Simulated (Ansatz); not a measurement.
Ansatz results at the PBE0-D4/def2-TZVP geometry: LUMO energy (B3LYP/def2-TZVPP) -1.42 eV; HOMO energy (B3LYP/def2-TZVPP) -5.74 eV; HOMO energy (PBE0/def2-TZVPP) -5.95 eV.

Each molecule was computed in one conformer, which needn't be the lowest.

Task: Which molecule gave them?
A. `C[CH2][Sn][F]`
B. `[F][Sn][F]`
C. `[CH3][Sn][OH]`
D. `C[N](C)[Sn][NH2]`

Result: D. The others give `[CH3][Sn][OH]`: -2.39, -6.33, -6.49; `C[CH2][Sn][F]`: -2.79, -6.22, -6.39; `[F][Sn][F]`: -3.05, -8.58, -8.72.

B3LYP here is the variant with VWN-RPA as its local correlation; programs differ in this.
